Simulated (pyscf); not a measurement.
## O=Nb(Cl)(Cl)–Cl, singlet

Gas-phase minimum from PySCF at ωB97X-D3(BJ)/def2-SVP, one conformer. 

SMILES: [O]=[Nb]([Cl])([Cl])[Cl]
```xyz
5

O      0.9213     1.9161    -0.6723
Nb     0.2906     0.3952    -0.4229
Cl     0.7114    -0.1836     1.7382
Cl    -1.9475     0.4967    -0.8261
Cl     1.3181    -1.0293    -1.8712
```

Bonded distances (Å): O1–Nb2 1.665, Nb2–Cl3 2.277, Nb2–Cl4 2.276, Nb2–Cl5 2.276. Bond angles (°): O1–Nb2–Cl3 107.7, O1–Nb2–Cl4 107.8, O1–Nb2–Cl5 107.8, Cl3–Nb2–Cl4 111.2, Cl3–Nb2–Cl5 111.2, Cl4–Nb2–Cl5 111.0.

Properties at ωB97X-D3(BJ)/def2-SVP:

```yaml
harmonic_wavenumbers_unscaled: 105, 105, 131, 225, 225, 409, 462, 462, 1100 cm⁻¹
zero_point_energy: 4.6 kcal/mol
rotational_symmetry_number: 3
Entropy of this conformer at 298 K and 1 atm, rigid rotor and harmonic oscillator, modes under 100 cm⁻¹ raised to 100: 356.3 J/(mol K)
dipole_moment: 0.89 D
```

Single-point totals, which compare only within one level:

| level | total energy (hartree) |
|---|---|
| ωB97X-D3(BJ)/def2-TZVP | -1513.20025 |
| PBE/def2-TZVP | -1512.55467 |
| r²SCAN/def2-TZVP | -1513.07404 |
| B3LYP-D3(BJ)/def2-TZVP | -1513.23008 |
| PBE0-D3(BJ)/def2-TZVP | -1512.61463 |
| M06-2X/def2-TZVP | -1512.96295 |
| ωB97M-D3(BJ)/def2-TZVP | -1513.26878 |

Elements past Kr carry the def2 core potentials, without spin-orbit coupling.
